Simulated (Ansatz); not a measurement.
Z-matrix (Å, degrees):
```
C
C 1 1.329
H 1 1.083 2 122.1
H 1 1.086 2 120.8 3 -180.0
C 2 1.467 1 122.7 3 -180.0
H 2 1.089 1 121.0 3 0.0
N 5 1.254 2 127.3 1 -180.0
H 5 1.105 2 113.3 1 0.0
In 7 2.029 5 141.0 2 -0.1
H 9 1.713 7 115.0 5 95.3
H 9 1.713 7 115.0 5 -95.3
```

The species carries charge 0 and has multiplicity 1. In takes the def2 core potential.

**Question.** List the CAM-B3LYP/def2-TZVPP orbital energies in eV (Ansatz). (An estimate is asked.)

**Answer.** Ansatz gave: Occupied: -390.85, -280.01, -279.21, -279.19, -129.12, -85.87, -85.55, -85.55, -26.33, -23.64, -22.83, -22.69, -22.62, -22.56, -22.54, -18.95, -17.25, -14.86, -14.34, -13.50, -12.07, -11.66, -11.35, -9.84, -8.81, -7.67. Lowest empty: -0.66, -0.07, 1.11, 1.52, 1.99, 2.59, 2.64, 2.85.
